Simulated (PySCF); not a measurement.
PySCF job for BClGeH4O, SMILES [B](Cl)([GeH3])O, TDA-PBE/def2-SVPD. Geometry: PBE-D3(BJ)/def2-SVP. One conformer was computed; it need not be the lowest.

```python
import numpy as np
from pyscf import gto, scf, dft, tdscf

mol = gto.M(
    atom='''
    B     0.46115805    0.68610776   -0.00000000
    Cl   -0.77626673    1.97766945   -0.00000000
    Ge   -0.13306054   -1.30198223   -0.00000000
    H    -1.00787409   -1.60164655   -1.24739607
    H    -1.00787408   -1.60164655    1.24739608
    H     1.06882750   -2.28274399   -0.00000000
    O     1.77243976    1.01441702    0.00000000
    H     1.91608407    1.98321291   -0.00000000
    ''',
    basis='def2-SVPD',
    charge=0,
    spin=0,
    symmetry=True,
    max_memory=1600,
    verbose=4,
)
mf = dft.RKS(mol, xc='pbe').density_fit(auxbasis='def2-universal-jkfit')
mf.grids.level = 3
mf.conv_tol = 1e-9
mf.max_cycle = 100
mf.kernel()
mf.grids = dft.Grids(mol).set(level=1).build(with_non0tab=True)  # coarser grid for the response kernel
td = tdscf.TDA(mf)
td.singlet = True
td.nstates = 10
td.conv_tol = 1e-4
td.positive_eig_threshold = 1e-6
td.kernel(x0=td.get_init_guess(mf, 15))
td.analyze()
tt = tdscf.TDA(mf)
tt.singlet = False
tt.nstates = 4
tt.conv_tol = 1e-4
tt.positive_eig_threshold = 1e-6
tt.kernel(x0=tt.get_init_guess(mf, 9))
tt.analyze(verbose=3)
```

It prints:

```
PySCF version 2.14.0

[INPUT] verbose = 4
[INPUT] num. atoms = 8
[INPUT] num. electrons = 66
[INPUT] charge = 0
[INPUT] spin (= nelec alpha-beta = 2S) = 0
[INPUT] symmetry True subgroup None
[INPUT] Mole.unit = angstrom
[INPUT] Symbol           X                Y                Z      unit          X                Y                Z       unit  Magmom
[INPUT]  1 B      0.461158050000   0.686107760000   0.000000000000 AA    0.871462414638   1.296555758339   0.000000000000 Bohr   0.0
[INPUT]  2 Cl    -0.776266730000   1.977669450000   0.000000000000 AA   -1.466931519312   3.737253625419   0.000000000000 Bohr   0.0
[INPUT]  3 Ge    -0.133060540000  -1.301982230000   0.000000000000 AA   -0.251447978587  -2.460389833750   0.000000000000 Bohr   0.0
[INPUT]  4 H     -1.007874090000  -1.601646550000  -1.247396070000 AA   -1.904605998145  -3.026673327855  -2.357236941159 Bohr   0.0
[INPUT]  5 H     -1.007874080000  -1.601646550000   1.247396080000 AA   -1.904605979248  -3.026673327855   2.357236960056 Bohr   0.0
[INPUT]  6 H      1.068827500000  -2.282743990000   0.000000000000 AA    2.019791249404  -4.313760953597   0.000000000000 Bohr   0.0
[INPUT]  7 O      1.772439760000   1.014417020000   0.000000000000 AA    3.349425718690   1.916970343897   0.000000000000 Bohr   0.0
[INPUT]  8 H      1.916084070000   1.983212910000   0.000000000000 AA    3.620874123942   3.747729246602   0.000000000000 Bohr   0.0

nuclear repulsion = 299.101666133867
point group symmetry = Cs
symmetry origin: [1.14528847e-09 2.00425502e-09 2.86322138e-10]
symmetry axis x: [ 1.00000000e+00 -1.35404411e-12  5.87933186e-11]
symmetry axis y: [-1.35404412e-12 -1.00000000e+00  1.12409067e-10]
symmetry axis z: [ 5.87933186e-11 -1.12409058e-10 -1.00000000e+00]
num. orbitals of irrep A' = 95
num. orbitals of irrep A" = 45
number of shells = 58
number of NR pGTOs = 228
number of NR cGTOs = 140
basis = def2-SVPD
ecp = {}


[settings echo left out]
init E= -2638.22288334851
HOMO (A') = -0.304455740828675  LUMO (A") = -0.112383797369368  gap/eV = 5.22654
cycle= 1 E= -2638.56841001884  delta_E= -0.346  |g|= 0.81  |ddm|= 3.29
HOMO (A') = -0.191549763325082  LUMO (A") = -0.0345120878272769  gap/eV = 4.27321
cycle= 2 E= -2638.10223824753  delta_E= 0.466  |g|= 1.71  |ddm|= 1.93
HOMO (A') = -0.249167333631174  LUMO (A") = -0.0695793596597505  gap/eV = 4.88684
cycle= 3 E= -2638.6493265378  delta_E= -0.547  |g|= 0.324  |ddm|= 1.55
HOMO (A') = -0.263171906407061  LUMO (A") = -0.0754840179567942  gap/eV = 5.10725
cycle= 4 E= -2638.67036310623  delta_E= -0.021  |g|= 0.0479  |ddm|= 0.347
HOMO (A') = -0.267395835079938  LUMO (A") = -0.0784718848304271  gap/eV = 5.14088
cycle= 5 E= -2638.67064284403  delta_E= -0.00028  |g|= 0.025  |ddm|= 0.0929
HOMO (A') = -0.264980421228222  LUMO (A") = -0.0757495059997173  gap/eV = 5.14924
cycle= 6 E= -2638.67081154333  delta_E= -0.000169  |g|= 0.00791  |ddm|= 0.0405
HOMO (A') = -0.265091222654397  LUMO (A") = -0.0764268590096271  gap/eV = 5.13382
cycle= 7 E= -2638.67083166824  delta_E= -2.01e-05  |g|= 0.00176  |ddm|= 0.0123
HOMO (A') = -0.265118211927796  LUMO (A") = -0.076406131973076  gap/eV = 5.13512
cycle= 8 E= -2638.6708323722  delta_E= -7.04e-07  |g|= 0.000415  |ddm|= 0.00231
HOMO (A') = -0.265087913141673  LUMO (A") = -0.0763896580096426  gap/eV = 5.13474
cycle= 9 E= -2638.67083242094  delta_E= -4.87e-08  |g|= 8.65e-05  |ddm|= 0.000678
HOMO (A') = -0.265098385616234  LUMO (A") = -0.0763990758302389  gap/eV = 5.13477
cycle= 10 E= -2638.670832423  delta_E= -2.06e-09  |g|= 2.09e-05  |ddm|= 0.00015
HOMO (A') = -0.265097527031175  LUMO (A") = -0.0763973732355625  gap/eV = 5.13479
cycle= 11 E= -2638.67083242313  delta_E= -1.27e-10  |g|= 7.77e-06  |ddm|= 4.37e-05
HOMO (A') = -0.265097186263864  LUMO (A") = -0.0763974965131098  gap/eV = 5.13478
Extra cycle  E= -2638.67083242312  delta_E= 6.37e-12  |g|= 1.01e-05  |ddm|= 2.73e-05
converged SCF energy = -2638.67083242312
tot grids = 33984
Overwritten attributes  positive_eig_threshold  of <class 'pyscf.tdscf.rks.TDA'>


******** <class 'pyscf.tdscf.rks.TDA'> for <class 'pyscf.df.df_jk.DFSymAdaptedRKS'> ********
nstates = 10 singlet
deg_eia_thresh = 1.000e-03
wfnsym = None
conv_tol = 0.0001
eigh lindep = 1e-12
eigh level_shift = 0
eigh max_cycle = 100


Excitation energies (eV)
[5.48636397 6.16876154 6.39600126 6.39685036 6.49471626 6.94132918
 7.25853425 7.34998356 7.37052097 7.56844738]

** Singlet excitation energies and oscillator strengths **
Excited State   1:   A"      5.48636 eV    225.99 nm  f=0.0064
      32 -> 34        0.19875
      33 -> 34       -0.67302
Excited State   2:   A"      6.16876 eV    200.99 nm  f=0.0153
      29 -> 34       -0.15105
      32 -> 34       -0.65671
      33 -> 34       -0.17337
Excited State   3:   A'      6.39600 eV    193.85 nm  f=0.0279
      30 -> 34        0.13555
      31 -> 34        0.64415
      33 -> 35        0.19573
Excited State   4:   A"      6.39685 eV    193.82 nm  f=0.0005
      29 -> 34        0.68867
      32 -> 34       -0.13439
Excited State   5:   A'      6.49472 eV    190.90 nm  f=0.1660
      30 -> 34        0.12590
      31 -> 34       -0.20880
      33 -> 35        0.65802
Excited State   6:   A'      6.94133 eV    178.62 nm  f=0.0526
      30 -> 34       -0.60603
      33 -> 35        0.14266
      33 -> 36       -0.23251
Excited State   7:   A'      7.25853 eV    170.81 nm  f=0.0194
      32 -> 35       -0.65153
      33 -> 36       -0.23843
Excited State   8:   A"      7.34998 eV    168.69 nm  f=0.0087
      31 -> 35        0.69284
Excited State   9:   A'      7.37052 eV    168.22 nm  f=0.0244
      29 -> 35       -0.19992
      30 -> 34       -0.12995
      32 -> 35       -0.23977
      33 -> 36        0.51836
      33 -> 37        0.30647
Excited State  10:   A"      7.56845 eV    163.82 nm  f=0.0179
      30 -> 35        0.69659

** Transition electric dipole moments (AU) **
state          X           Y           Z        Dip. S.      Osc.
  1         0.0000      0.0000      0.2180      0.0475      0.0064
  2         0.0000      0.0000      0.3177      0.1009      0.0153
  3        -0.1214     -0.4040      0.0000      0.1779      0.0279
  4         0.0000     -0.0000      0.0541      0.0029      0.0005
  5         0.3471      0.9607     -0.0000      1.0435      0.1660
  6         0.5245      0.1847     -0.0000      0.3092      0.0526
  7        -0.3247     -0.0593      0.0000      0.1089      0.0194
  8        -0.0000     -0.0000      0.2200      0.0484      0.0087
  9         0.1826     -0.3189      0.0000      0.1350      0.0244
 10        -0.0000     -0.0000      0.3111      0.0968      0.0179

** Transition velocity dipole moments (imaginary part, AU) **
state          X           Y           Z        Dip. S.      Osc.
  1         0.0000      0.0000     -0.0408      0.0017      0.0055
  2        -0.0000     -0.0000     -0.0239      0.0006      0.0017
  3         0.0060     -0.0348      0.0000      0.0012      0.0035
  4         0.0000      0.0000     -0.0204      0.0004      0.0012
  5         0.0564      0.1766     -0.0000      0.0344      0.0960
  6         0.0288      0.0727     -0.0000      0.0061      0.0160
  7        -0.0478      0.0023     -0.0000      0.0023      0.0057
  8        -0.0000     -0.0000      0.0459      0.0021      0.0052
  9        -0.0107     -0.0751      0.0000      0.0058      0.0142
 10        -0.0000     -0.0000      0.0535      0.0029      0.0068

** Transition magnetic dipole moments (imaginary part, AU) **
state          X           Y           Z
  1         0.7382     -0.1508     -0.0000
  2         0.3120      0.3098      0.0000
  3        -0.0000      0.0000     -0.0512
  4         0.3593      0.3686     -0.0000
  5         0.0000     -0.0000      0.0971
  6        -0.0000     -0.0000     -0.0566
  7        -0.0000      0.0000      0.8391
  8         0.5736      0.1163      0.0000
  9         0.0000     -0.0000      0.1213
 10        -0.0206     -0.4843      0.0000


******** <class 'pyscf.tdscf.rks.TDA'> for <class 'pyscf.df.df_jk.DFSymAdaptedRKS'> ********
nstates = 4 triplet
deg_eia_thresh = 1.000e-03
wfnsym = None
conv_tol = 0.0001
eigh lindep = 1e-12
eigh level_shift = 0
eigh max_cycle = 100


Excitation energies (eV)
[4.67943746 5.81835513 5.82194383 5.97498263]

** Triplet excitation energies and oscillator strengths **
Excited State   1:   A"      4.67944 eV    264.96 nm  f=0.0000
Excited State   2:   A'      5.81836 eV    213.09 nm  f=0.0000
Excited State   3:   A"      5.82194 eV    212.96 nm  f=0.0000
Excited State   4:   A'      5.97498 eV    207.51 nm  f=0.0000
```

The calculation finished and met its thresholds.

Cost: around 40 core-seconds (rough).
